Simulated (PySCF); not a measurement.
Ionisation energy of Zn(26+) by level of theory

Zn(26+) [He] 2s2 (1S) → Zn(27+) [He] 2s1 (2S), as a difference of total energies. All numbers are calculated (PySCF 2.14, the spin-free X2C one-electron Hamiltonian (Gaussian nucleus), in an even-tempered Gaussian basis (19 s from 7.6 bohr⁻², ratio 2.2; 8 p from 12 bohr⁻², ratio 2.4; 6 d from 35 bohr⁻², ratio 2.4; 5 f from 53 bohr⁻², ratio 2.4; 4 g from 79 bohr⁻², ratio 2.4)). Correlated levels: nothing frozen; virtual orbitals above 40 to 60 times the deepest correlated orbital energy dropped. The calculations carry no spin-orbit coupling.

```json
{"method": "UHF", "ionisation energy (eV)": "2663.9"}
{"method": "LDA", "ionisation energy (eV)": "2662.8"}
{"method": "PBE", "ionisation energy (eV)": "2667.5"}
{"method": "PBE0", "ionisation energy (eV)": "2667.0"}
{"method": "r2SCAN", "ionisation energy (eV)": "2663.6"}
{"method": "r2SCANh", "ionisation energy (eV)": "2663.7"}
{"method": "r2SCAN0", "ionisation energy (eV)": "2664.0"}
{"method": "MP2 (all electrons)", "ionisation energy (eV)": "2668.9"}
{"method": "SCS-MP2 (all electrons)", "ionisation energy (eV)": "2669.8"}
```

Q: How much does correlation contribute at MP2 (all electrons)?

A: 2668.9 − (2663.9) = 5.0 eV, measured against UHF.

For comparison: 2669.9 ± 2.5 eV (semi-empirical (NIST evaluation); NIST Atomic Spectra Database, ionization energies).
